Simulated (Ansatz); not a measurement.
Ansatz (an electronic-structure program) input (HF/3-21G): The .json file is the Basis Set Exchange's 3-21G.

Ansatz 0.2 input:
```yaml
crystal:
  periodic: [false, false, false]
  atoms:
    - {symbol: N, position_ang: [-2.03438362, -0.27381050, -0.71744812]}
    - {symbol: Si, position_ang: [-0.98294203, 0.69318953, 0.26829148]}
    - {symbol: N, position_ang: [0.52500069, -0.05637273, 0.76170005]}
    - {symbol: Si, position_ang: [1.85667318, -0.62046410, -0.23440544]}
    - {symbol: H, position_ang: [-2.49122188, -1.10618515, -0.40281580]}
    - {symbol: H, position_ang: [-2.20097717, -0.07250987, -1.68276119]}
    - {symbol: H, position_ang: [-1.64162052, 1.07383089, 1.54694481]}
    - {symbol: H, position_ang: [-0.72282150, 1.90347114, -0.55310113]}
    - {symbol: H, position_ang: [0.61843185, -0.22276600, 1.74963227]}
    - {symbol: H, position_ang: [1.59116501, -0.20462615, -1.64215226]}
    - {symbol: H, position_ang: [3.18048879, -0.07808837, 0.20008504]}
basis:
  gaussian:
    orbitals: 3-21G.json
hamiltonian:
  xc: {name: HF}
magnetization: {spin_polarized: true, initial_magnetization: 1}
phonons: {temperatures: {t_min: 298.15, t_max: 298.15, t_step: 100}}
```

Output:

```
Functional definition: HF
integrals: 0.01 GiB planned
737 factors; integrals over basis functions are off by at most 3.0e-4 eV
mean field: 0.21 GiB planned
mean field evaluation 1: about -18696.9423 eV, gradient 2.4e1 eV
mean field evaluation 2: about -18696.9459 eV, gradient 2.4e1 eV
mean field evaluation 4: about -18699.4616 eV, gradient 1.9e0 eV
mean field evaluation 8: about -18699.4981 eV, gradient 6.8e-4 eV
mean field -18699.49805461 eV, -687.1938785318 hartree, gradient 2.2e-5 eV, S^2 0.752800; 0 other end points of the search recorded, 0 dependent functions left out
the calculation of the forces begins
reference -18699.49805461 eV, -687.1938785318 hartree; 25, 24 occupied and 33, 34 virtual orbitals, 737 factors
these checks for a lower state are left out or cut short: stability, starts, cluster_reference, orbital_swaps, neighbouring_geometries, increment
integrals: 0.01 GiB planned
737 factors; integrals over basis functions are off by at most 3.0e-4 eV
mean field: 0.21 GiB planned
mean field evaluation 16: about -18699.4980 eV, gradient 1.2e-4 eV
mean field -18699.49795992 eV, -687.1938750521 hartree, gradient 2.6e-6 eV, S^2 0.752800; 0 other end points of the search recorded, 0 dependent functions left out
the calculation of the forces begins
reference -18699.49795992 eV, -687.1938750521 hartree; 25, 24 occupied and 33, 34 virtual orbitals, 737 factors
these checks for a lower state are left out or cut short: stability, starts, cluster_reference, orbital_swaps, neighbouring_geometries, increment
integrals: 0.01 GiB planned
737 factors; integrals over basis functions are off by at most 3.0e-4 eV
mean field: 0.21 GiB planned
mean field -18699.49796238 eV, -687.1938751424 hartree, gradient 2.6e-6 eV, S^2 0.752800; 0 other end points of the search recorded, 0 dependent functions left out
the calculation of the forces begins
reference -18699.49796238 eV, -687.1938751424 hartree; 25, 24 occupied and 33, 34 virtual orbitals, 737 factors
these checks for a lower state are left out or cut short: stability, starts, cluster_reference, orbital_swaps, neighbouring_geometries, increment
integrals: 0.01 GiB planned
737 factors; integrals over basis functions are off by at most 3.0e-4 eV
mean field: 0.21 GiB planned
mean field evaluation 32: about -18699.4979 eV, gradient 2.6e-6 eV
mean field -18699.49788755 eV, -687.1938723927 hartree, gradient 2.6e-6 eV, S^2 0.752800; 0 other end points of the search recorded, 0 dependent functions left out
the calculation of the forces begins
reference -18699.49788755 eV, -687.1938723927 hartree; 25, 24 occupied and 33, 34 virtual orbitals, 737 factors
these checks for a lower state are left out or cut short: stability, starts, cluster_reference, orbital_swaps, neighbouring_geometries, increment
integrals: 0.01 GiB planned
737 factors; integrals over basis functions are off by at most 3.0e-4 eV
mean field: 0.21 GiB planned
mean field -18699.49789011 eV, -687.1938724866 hartree, gradient 2.6e-6 eV, S^2 0.752800; 0 other end points of the search recorded, 0 dependent functions left out
the calculation of the forces begins
reference -18699.49789011 eV, -687.1938724866 hartree; 25, 24 occupied and 33, 34 virtual orbitals, 737 factors
these checks for a lower state are left out or cut short: stability, starts, cluster_reference, orbital_swaps, neighbouring_geometries, increment
integrals: 0.01 GiB planned
737 factors; integrals over basis functions are off by at most 3.0e-4 eV
mean field: 0.21 GiB planned
mean field -18699.49784127 eV, -687.1938706919 hartree, gradient 2.6e-6 eV, S^2 0.752801; 0 other end points of the search recorded, 0 dependent functions left out
the calculation of the forces begins
reference -18699.49784127 eV, -687.1938706919 hartree; 25, 24 occupied and 33, 34 virtual orbitals, 737 factors
these checks for a lower state are left out or cut short: stability, starts, cluster_reference, orbital_swaps, neighbouring_geometries, increment
integrals: 0.01 GiB planned
737 factors; integrals over basis functions are off by at most 3.0e-4 eV
mean field: 0.21 GiB planned
mean field -18699.49783546 eV, -687.1938704782 hartree, gradient 2.6e-6 eV, S^2 0.752799; 0 other end points of the search recorded, 0 dependent functions left out
the calculation of the forces begins
reference -18699.49783546 eV, -687.1938704782 hartree; 25, 24 occupied and 33, 34 virtual orbitals, 737 factors
these checks for a lower state are left out or cut short: stability, starts, cluster_reference, orbital_swaps, neighbouring_geometries, increment
integrals: 0.01 GiB planned
737 factors; integrals over basis functions are off by at most 3.0e-4 eV
mean field: 0.21 GiB planned
mean field -18699.49791970 eV, -687.1938735739 hartree, gradient 2.6e-6 eV, S^2 0.752791; 0 other end points of the search recorded, 0 dependent functions left out
[...]
these checks for a lower state are left out or cut short: stability, starts, cluster_reference, orbital_swaps, neighbouring_geometries, increment
integrals: 0.01 GiB planned
737 factors; integrals over basis functions are off by at most 3.0e-4 eV
mean field: 0.21 GiB planned
mean field -18699.49804666 eV, -687.1938782398 hartree, gradient 2.6e-6 eV, S^2 0.752801; 0 other end points of the search recorded, 0 dependent functions left out
the calculation of the forces begins
reference -18699.49804666 eV, -687.1938782398 hartree; 25, 24 occupied and 33, 34 virtual orbitals, 737 factors
these checks for a lower state are left out or cut short: stability, starts, cluster_reference, orbital_swaps, neighbouring_geometries, increment
integrals: 0.01 GiB planned
737 factors; integrals over basis functions are off by at most 3.0e-4 eV
mean field: 0.21 GiB planned
mean field -18699.49804421 eV, -687.1938781499 hartree, gradient 2.7e-6 eV, S^2 0.752799; 0 other end points of the search recorded, 0 dependent functions left out
the calculation of the forces begins
reference -18699.49804421 eV, -687.1938781499 hartree; 25, 24 occupied and 33, 34 virtual orbitals, 737 factors
these checks for a lower state are left out or cut short: stability, starts, cluster_reference, orbital_swaps, neighbouring_geometries, increment
integrals: 0.01 GiB planned
737 factors; integrals over basis functions are off by at most 3.0e-4 eV
mean field: 0.21 GiB planned
mean field -18699.49804662 eV, -687.1938782384 hartree, gradient 2.4e-6 eV, S^2 0.752801; 0 other end points of the search recorded, 0 dependent functions left out
the calculation of the forces begins
reference -18699.49804662 eV, -687.1938782384 hartree; 25, 24 occupied and 33, 34 virtual orbitals, 737 factors
these checks for a lower state are left out or cut short: stability, starts, cluster_reference, orbital_swaps, neighbouring_geometries, increment
integrals: 0.01 GiB planned
737 factors; integrals over basis functions are off by at most 3.0e-4 eV
mean field: 0.21 GiB planned
mean field -18699.49804764 eV, -687.1938782759 hartree, gradient 2.5e-6 eV, S^2 0.752799; 0 other end points of the search recorded, 0 dependent functions left out
the calculation of the forces begins
reference -18699.49804764 eV, -687.1938782759 hartree; 25, 24 occupied and 33, 34 virtual orbitals, 737 factors
these checks for a lower state are left out or cut short: stability, starts, cluster_reference, orbital_swaps, neighbouring_geometries, increment
integrals: 0.01 GiB planned
737 factors; integrals over basis functions are off by at most 3.0e-4 eV
mean field: 0.21 GiB planned
mean field evaluation 416: about -18699.4980 eV, gradient 2.6e-6 eV
mean field -18699.49800722 eV, -687.1938767903 hartree, gradient 2.6e-6 eV, S^2 0.752799; 0 other end points of the search recorded, 0 dependent functions left out
the calculation of the forces begins
reference -18699.49800722 eV, -687.1938767903 hartree; 25, 24 occupied and 33, 34 virtual orbitals, 737 factors
these checks for a lower state are left out or cut short: stability, starts, cluster_reference, orbital_swaps, neighbouring_geometries, increment
integrals: 0.01 GiB planned
737 factors; integrals over basis functions are off by at most 3.0e-4 eV
mean field: 0.21 GiB planned
mean field -18699.49799887 eV, -687.1938764835 hartree, gradient 2.6e-6 eV, S^2 0.752801; 0 other end points of the search recorded, 0 dependent functions left out
the calculation of the forces begins
reference -18699.49799887 eV, -687.1938764835 hartree; 25, 24 occupied and 33, 34 virtual orbitals, 737 factors
these checks for a lower state are left out or cut short: stability, starts, cluster_reference, orbital_swaps, neighbouring_geometries, increment
integrals: 0.01 GiB planned
737 factors; integrals over basis functions are off by at most 3.0e-4 eV
mean field: 0.21 GiB planned
mean field -18699.49800826 eV, -687.1938768285 hartree, gradient 2.6e-6 eV, S^2 0.752799; 0 other end points of the search recorded, 0 dependent functions left out
the calculation of the forces begins
reference -18699.49800826 eV, -687.1938768285 hartree; 25, 24 occupied and 33, 34 virtual orbitals, 737 factors
these checks for a lower state are left out or cut short: stability, starts, cluster_reference, orbital_swaps, neighbouring_geometries, increment
integrals: 0.01 GiB planned
737 factors; integrals over basis functions are off by at most 3.0e-4 eV
mean field: 0.21 GiB planned
mean field -18699.49801066 eV, -687.1938769167 hartree, gradient 2.6e-6 eV, S^2 0.752802; 0 other end points of the search recorded, 0 dependent functions left out
the calculation of the forces begins
reference -18699.49801066 eV, -687.1938769167 hartree; 25, 24 occupied and 33, 34 virtual orbitals, 737 factors
these checks for a lower state are left out or cut short: stability, starts, cluster_reference, orbital_swaps, neighbouring_geometries, increment
integrals: 0.01 GiB planned
737 factors; integrals over basis functions are off by at most 3.0e-4 eV
mean field: 0.21 GiB planned
mean field -18699.49804364 eV, -687.1938781288 hartree, gradient 2.8e-6 eV, S^2 0.752797; 0 other end points of the search recorded, 0 dependent functions left out
the calculation of the forces begins
reference -18699.49804364 eV, -687.1938781288 hartree; 25, 24 occupied and 33, 34 virtual orbitals, 737 factors
these checks for a lower state are left out or cut short: stability, starts, cluster_reference, orbital_swaps, neighbouring_geometries, increment
integrals: 0.01 GiB planned
737 factors; integrals over basis functions are off by at most 3.0e-4 eV
mean field: 0.21 GiB planned
mean field evaluation 448: about -18699.4980 eV, gradient 1.2e-4 eV
mean field -18699.49804387 eV, -687.1938781371 hartree, gradient 2.6e-6 eV, S^2 0.752803; 0 other end points of the search recorded, 0 dependent functions left out
the calculation of the forces begins
reference -18699.49804387 eV, -687.1938781371 hartree; 25, 24 occupied and 33, 34 virtual orbitals, 737 factors
these checks for a lower state are left out or cut short: stability, starts, cluster_reference, orbital_swaps, neighbouring_geometries, increment
integrals: 0.01 GiB planned
737 factors; integrals over basis functions are off by at most 3.0e-4 eV
mean field: 0.21 GiB planned
mean field -18699.49804328 eV, -687.1938781156 hartree, gradient 1.5e-6 eV, S^2 0.752797; 0 other end points of the search recorded, 0 dependent functions left out
the calculation of the forces begins
reference -18699.49804328 eV, -687.1938781156 hartree; 25, 24 occupied and 33, 34 virtual orbitals, 737 factors
these checks for a lower state are left out or cut short: stability, starts, cluster_reference, orbital_swaps, neighbouring_geometries, increment
integrals: 0.01 GiB planned
737 factors; integrals over basis functions are off by at most 3.0e-4 eV
mean field: 0.21 GiB planned
mean field -18699.49804443 eV, -687.1938781577 hartree, gradient 1.5e-6 eV, S^2 0.752803; 0 other end points of the search recorded, 0 dependent functions left out
the calculation of the forces begins
reference -18699.49804443 eV, -687.1938781577 hartree; 25, 24 occupied and 33, 34 virtual orbitals, 737 factors
Total energy: -18699.49805461 eV, -687.1938785318 hartree
Atom 0 at    -2.034384    -0.273811    -0.717448 Å, force    -0.000418    -0.000679     0.000848 eV/Å
Atom 1 at    -0.982942     0.693190     0.268291 Å, force     0.000527     0.000886    -0.000061 eV/Å
Atom 2 at     0.525001    -0.056373     0.761700 Å, force    -0.001253     0.000634    -0.000539 eV/Å
Atom 3 at     1.856673    -0.620464    -0.234405 Å, force     0.001006    -0.000124    -0.002260 eV/Å
Atom 4 at    -2.491222    -1.106185    -0.402816 Å, force    -0.000725    -0.001253     0.000040 eV/Å
Atom 5 at    -2.200977    -0.072510    -1.682761 Å, force     0.000428     0.000974    -0.000862 eV/Å
Atom 6 at    -1.641621     1.073831     1.546945 Å, force     0.000126     0.000242    -0.000076 eV/Å
Atom 7 at    -0.722822     1.903471    -0.553101 Å, force    -0.000068    -0.000048    -0.000150 eV/Å
Atom 8 at     0.618432    -0.222766     1.749632 Å, force     0.000425    -0.000396     0.001546 eV/Å
Atom 9 at     1.591165    -0.204626    -1.642152 Å, force     0.000485    -0.000197     0.001738 eV/Å
Atom 10 at     3.180489    -0.078088     0.200085 Å, force    -0.000532    -0.000039    -0.000223 eV/Å
Dipole moment:    -0.143702    -0.272882     0.043525 e Å
Vibrations: 27.28 101.99 196.89 208.17 367.58 557.15 573.83 602.61 664.52 774.78 840.74 895.86 916.99 979.39 1003.31 1017.96 1049.87 1061.96 1388.46 1777.44 2216.24 2247.52 2267.97 2287.43 3724.80 3740.89 3843.03 cm⁻¹, zero-point energy 2.190471 eV
```

The blocks after the first are displaced geometries, from whose forces the wavenumbers follow.
